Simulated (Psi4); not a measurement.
Input file for Psi4: SAPT0/aug-cc-pVDZ on CH9GeN (a complex), monomers drawn apart or pushed together.

```
memory 1800 MB

molecule dimer {
0 1
Ge   -0.11633913   -0.18633466    0.27624176
H    -0.49513572   -0.10737616   -1.21030358
H     1.11741138   -1.08656079    0.44048816
H    -1.28880555   -0.77367958    1.07495295
H     0.20355214    1.22091648    0.80055634
--
0 1
C    -0.41701479    0.64363454    4.65953288
N     0.69665136   -0.24188197    4.32750776
H    -0.03195989    1.52892364    5.16785358
H    -1.08429423    0.13450746    5.35659849
H    -1.01693801    0.98044942    3.80328103
H     1.34692713    0.20808257    3.69535683
H     0.37089716   -1.08602975    3.87338859
units angstrom
symmetry c1
no_reorient
no_com
}

set {
  basis aug-cc-pVDZ
  scf_type df
  freeze_core true
}

energy('sapt0')
```

The log:

```
[...]
==> Input File <==

--------------------------------------------------------------------------
memory 1800 MB

molecule dimer {
0 1
Ge   -0.11633913   -0.18633466    0.27624176
H    -0.49513572   -0.10737616   -1.21030358
H     1.11741138   -1.08656079    0.44048816
H    -1.28880555   -0.77367958    1.07495295
H     0.20355214    1.22091648    0.80055634
--
0 1
C    -0.41701479    0.64363454    4.65953288
N     0.69665136   -0.24188197    4.32750776
H    -0.03195989    1.52892364    5.16785358
H    -1.08429423    0.13450746    5.35659849
H    -1.01693801    0.98044942    3.80328103
H     1.34692713    0.20808257    3.69535683
H     0.37089716   -1.08602975    3.87338859
units angstrom
symmetry c1
no_reorient
no_com
}

set {
  basis aug-cc-pVDZ
  scf_type df
  freeze_core true
}

energy('sapt0')
--------------------------------------------------------------------------


   => Loading Basis Set <=

    Name: AUG-CC-PVDZ
    Role: ORBITAL
    Keyword: BASIS
    atoms 1         entry GE         line  2999 file aug-cc-pvdz.gbs
    atoms 2-5, 8-12 entry H          line    40 file aug-cc-pvdz.gbs
    atoms 6         entry C          line   182 file aug-cc-pvdz.gbs
    atoms 7         entry N          line   218 file aug-cc-pvdz.gbs

   => Loading Basis Set <=

    Name: AUG-CC-PVDZ
    Role: ORBITAL
    Keyword: BASIS
    atoms 1         entry GE         line  2999 file aug-cc-pvdz.gbs
    atoms 2-5, 8-12 entry H          line    40 file aug-cc-pvdz.gbs
    atoms 6         entry C          line   182 file aug-cc-pvdz.gbs
    atoms 7         entry N          line   218 file aug-cc-pvdz.gbs


  //>>>>>>>>>>>>>>>>>>>>>>>>>>>>>>>>>>>//
  //              Dimer HF             //
  //<<<<<<<<<<<<<<<<<<<<<<<<<<<<<<<<<<<//

   => Libint2 <=

    Primary   basis highest AM E, G, H:  7, 6, 3
    Auxiliary basis highest AM E, G, H:  7, 7, 4
    Onebody   basis highest AM E, G, H:  -, -, -
    Solid Harmonics ordering:            Gaussian


   => Loading Basis Set <=

    Name: AUG-CC-PVDZ
    Role: ORBITAL
    Keyword: BASIS
    atoms 1         entry GE         line  2999 file aug-cc-pvdz.gbs
    atoms 2-5, 8-12 entry H          line    40 file aug-cc-pvdz.gbs
    atoms 6         entry C          line   182 file aug-cc-pvdz.gbs
    atoms 7         entry N          line   218 file aug-cc-pvdz.gbs


         ---------------------------------------------------------
                                   SCF
               by Justin Turney, Rob Parrish, Andy Simmonett
                          and Daniel G. A. Smith
                              RHF Reference
                        1 Threads,   1716 MiB Core
         ---------------------------------------------------------

  ==> Geometry <==

    Molecular point group: c1
    Full point group: C1

    Geometry (in Angstrom), charge = 0, multiplicity = 1:

       Center              X                  Y                   Z               Mass
    ------------   -----------------  -----------------  -----------------  -----------------
         GE          -0.116339130000    -0.186334660000     0.276241760000    73.921177761000
         H           -0.495135720000    -0.107376160000    -1.210303580000     1.007825032230
         H            1.117411380000    -1.086560790000     0.440488160000     1.007825032230
         H           -1.288805550000    -0.773679580000     1.074952950000     1.007825032230
         H            0.203552140000     1.220916480000     0.800556340000     1.007825032230
         C           -0.417014790000     0.643634540000     4.659532880000    12.000000000000
         N            0.696651360000    -0.241881970000     4.327507760000    14.003074004430
         H           -0.031959890000     1.528923640000     5.167853580000     1.007825032230
         H           -1.084294230000     0.134507460000     5.356598490000     1.007825032230
         H           -1.016938010000     0.980449420000     3.803281030000     1.007825032230
         H            1.346927130000     0.208082570000     3.695356830000     1.007825032230
         H            0.370897160000    -1.086029750000     3.873388590000     1.007825032230

  Running in c1 symmetry.

  Rotational constants: A =      0.52428  B =      0.02622  C =      0.02576 [cm^-1]
  Rotational constants: A =  15717.56077  B =    786.19984  C =    772.16309 [MHz]
  Nuclear repulsion =  167.591236831609223

  Charge       = 0
  Multiplicity = 1
  Electrons    = 54
  Nalpha       = 27
  Nbeta        = 27

  ==> Algorithm <==

  SCF Algorithm Type is DF.
  DIIS enabled.
  MOM disabled.
  Fractional occupation disabled.
  Guess Type is SAD.
  Energy threshold   = 1.00e-08
  Density threshold  = 1.00e-08
  Integral threshold = 1.00e-12

  ==> Primary Basis <==

  Basis Set: AUG-CC-PVDZ
    Blend: AUG-CC-PVDZ
    Number of shells: 77
    Number of basis functions: 163
    Number of Cartesian functions: 170
    Spherical Harmonics?: true
    Max angular momentum: 2

   => Loading Basis Set <=

    Name: (AUG-CC-
[...]
     33.134240
     160A    109.436430   161A    109.439913   162A    109.450649
     163A    580.972175

    Final Occupation by Irrep:
              A
    DOCC [     9 ]
    NA   [     9 ]
    NB   [     9 ]

  @DF-RHF Final Energy:   -95.23081563340826

   => Energetics <=

    Nuclear Repulsion Energy =             42.0256125744088465
    One-Electron Energy =                -211.3323740254907364
    Two-Electron Energy =                  74.0759458176736274
    Total Energy =                        -95.2308156334082554

Computation Completed


Properties will be evaluated at   0.000000,   0.000000,   0.000000 [a0]

Properties computed using the SCF density matrix


 Multipole Moments:

 ------------------------------------------------------------------------------------
     Multipole            Electronic (a.u.)      Nuclear  (a.u.)        Total (a.u.)
 ------------------------------------------------------------------------------------

 L = 1.  Multiply by 2.5417464519 to convert [e a0] to [Debye]
 Dipole X            :         -3.9407485            3.7021680           -0.2385805
 Dipole Y            :         -7.3187603            7.4352537            0.1164934
 Dipole Z            :       -151.9149258          151.4544249           -0.4605009
 Magnitude           :                                                    0.5315566

 ------------------------------------------------------------------------------------

  Constructing Basis Sets for SAPT...

   => Loading Basis Set <=

    Name: (AUG-CC-PVDZ AUX)
    Role: RIFIT
    Keyword: DF_BASIS_SAPT
    atoms 1         entry GE         line   760 file aug-cc-pvdz-ri.gbs
    atoms 2-5, 8-12 entry H          line    30 file aug-cc-pvdz-ri.gbs
    atoms 6         entry C          line   112 file aug-cc-pvdz-ri.gbs
    atoms 7         entry N          line   158 file aug-cc-pvdz-ri.gbs

   => Loading Basis Set <=

    Name: (AUG-CC-PVDZ AUX)
    Role: JKFIT
    Keyword: DF_BASIS_ELST
    atoms 1         entry GE         line  1047 file aug-cc-pvdz-jkfit.gbs
    atoms 2-5, 8-12 entry H          line    70 file aug-cc-pvdz-jkfit.gbs
    atoms 6         entry C          line   154 file aug-cc-pvdz-jkfit.gbs
    atoms 7         entry N          line   212 file aug-cc-pvdz-jkfit.gbs


  //>>>>>>>>>>>>>>>>>>>>>>>>>>>>>>>>>>>//
  //               SAPT0               //
  //<<<<<<<<<<<<<<<<<<<<<<<<<<<<<<<<<<<//



        SAPT0
    Ed Hohenstein
     6 June 2009

      Orbital Information
  --------------------------
    NSO        =       163
    NMO        =       163
    NRI        =       481
    NRI (Elst) =       654
    NOCC A     =        18
    NOCC B     =         9
    FOCC A     =         9
    FOCC B     =         2
    NVIR A     =       145
    NVIR B     =       154

    Elst10,r            =    -0.000350522771 [Eh]
    Exch10              =     0.000865156627 [Eh]
    Exch10 (S^2)        =     0.000864667614 [Eh]

    Maxiter = 50
    CPHF R converge = 1.000000E-08

    Iter     Energy [mEh]          dE [mEh]         Residual      Time [s]
       1      -0.09116599       0.091165988     1.092378e-03             1
       2      -0.10884671       0.017680721     1.323034e-04             1
       3      -0.10862258      -0.000224127     2.216908e-05             1
       4      -0.10855245      -0.000070132     5.172443e-06             1
       5      -0.10856617       0.000013723     1.307515e-06             1
       6      -0.10856797       0.000001796     1.814178e-07             1
       7      -0.10856733      -0.000000639     2.528803e-08             1
       8      -0.10856739       0.000000062     5.109313e-09             1

    CHF Iterations converged

    Maxiter = 50
    CPHF R converge = 1.000000E-08

    Iter     Energy [mEh]          dE [mEh]         Residual      Time [s]
       1      -0.19052026       0.190520256     1.531313e-03             0
       2      -0.22672160       0.036201347     3.849716e-04             0
       3      -0.22655817      -0.000163430     1.831297e-04             0
       4      -0.22569440      -0.000863768     4.887199e-05             1
       5      -0.22577236       0.000077955     1.367008e-05             1
       6      -0.22582747       0.000055114     2.881970e-06             1
       7      -0.22581846      -0.000009012     9.251487e-07             1
       8      -0.22581633      -0.000002133     2.018238e-07             1
       9      -0.22581719       0.000000863     3.470742e-08             1
      10      -0.22581708      -0.000000109     6.296395e-09             1

    CHF Iterations converged

    Ind20,r (A<-B)      =    -0.000108567392 [Eh]
    Ind20,r (B<-A)      =    -0.000225817080 [Eh]
    Ind20,r             =    -0.000334384472 [Eh]
    Exch-Ind20,r (A<-B) =     0.000085358791 [Eh]
    Exch-Ind20,r (B<-A) =     0.000197620910 [Eh]
    Exch-Ind20,r        =     0.000282979701 [Eh]
    Disp20              =    -0.001876548538 [Eh]
    Disp20 (SS)         =    -0.000938274269 [Eh]
    Disp20 (OS)         =    -0.000938274269 [Eh]
    Exch-Disp20         =     0.000101781622 [Eh]
    Exch-Disp20 (SS)    =     0.000069317374 [Eh]
    Exch-Disp20 (OS)    =     0.000032464247 [Eh]

    SAPT Results
  --------------------------------------------------------------------------------------------------------
    Electrostatics                 -0.35052277 [mEh]      -0.21995636 [kcal/mol]      -0.92029741 [kJ/mol]
      Elst10,r                     -0.35052277 [mEh]      -0.21995636 [kcal/mol]      -0.92029741 [kJ/mol]

    Exchange                        0.86515663 [mEh]       0.54289398 [kcal/mol]       2.27146841 [kJ/mol]
      Exch10                        0.86515663 [mEh]       0.54289398 [kcal/mol]       2.27146841 [kJ/mol]
      Exch10(S^2)                   0.86466761 [mEh]       0.54258712 [kcal/mol]       2.27018451 [kJ/mol]

    Induction                      -0.10923144 [mEh]      -0.06854376 [kcal/mol]      -0.28678710 [kJ/mol]
      Ind20,r                      -0.33438447 [mEh]      -0.20982942 [kcal/mol]      -0.87792631 [kJ/mol]
      Exch-Ind20,r                  0.28297970 [mEh]       0.17757244 [kcal/mol]       0.74296310 [kJ/mol]
      delta HF,r (2)               -0.05782667 [mEh]      -0.03628678 [kcal/mol]      -0.15182389 [kJ/mol]

    Dispersion                     -1.77476692 [mEh]      -1.11368305 [kcal/mol]      -4.65964990 [kJ/mol]
      Disp20                       -1.87654854 [mEh]      -1.17755199 [kcal/mol]      -4.92687751 [kJ/mol]
      Exch-Disp20                   0.10178162 [mEh]       0.06386893 [kcal/mol]       0.26722761 [kJ/mol]
      Disp20 (SS)                  -0.93827427 [mEh]      -0.58877599 [kcal/mol]      -2.46343875 [kJ/mol]
      Disp20 (OS)                  -0.93827427 [mEh]      -0.58877599 [kcal/mol]      -2.46343875 [kJ/mol]
      Exch-Disp20 (SS)              0.06931737 [mEh]       0.04349731 [kcal/mol]       0.18199274 [kJ/mol]
      Exch-Disp20 (OS)              0.03246425 [mEh]       0.02037162 [kcal/mol]       0.08523487 [kJ/mol]

  Total HF                          0.40540242 [mEh]       0.25439386 [kcal/mol]       1.06438391 [kJ/mol]
  Total SAPT0                      -1.36936450 [mEh]      -0.85928920 [kcal/mol]      -3.59526599 [kJ/mol]

  Special recipe for scaled SAPT0 (see Manual):
    Electrostatics sSAPT0          -0.35052277 [mEh]      -0.21995636 [kcal/mol]      -0.92029741 [kJ/mol]
    Exchange sSAPT0                 0.86515663 [mEh]       0.54289398 [kcal/mol]       2.27146841 [kJ/mol]
    Induction sSAPT0               -0.10875105 [mEh]      -0.06824231 [kcal/mol]      -0.28552584 [kJ/mol]
    Dispersion sSAPT0              -1.77459413 [mEh]      -1.11357463 [kcal/mol]      -4.65919625 [kJ/mol]
  Total sSAPT0                     -1.36871132 [mEh]      -0.85887932 [kcal/mol]      -3.59355108 [kJ/mol]
  --------------------------------------------------------------------------------------------------------



*** Psi4 exiting successfully. Buy a developer a beer!
```

The run finished.

Cost: about 27 core-seconds (a rough figure).
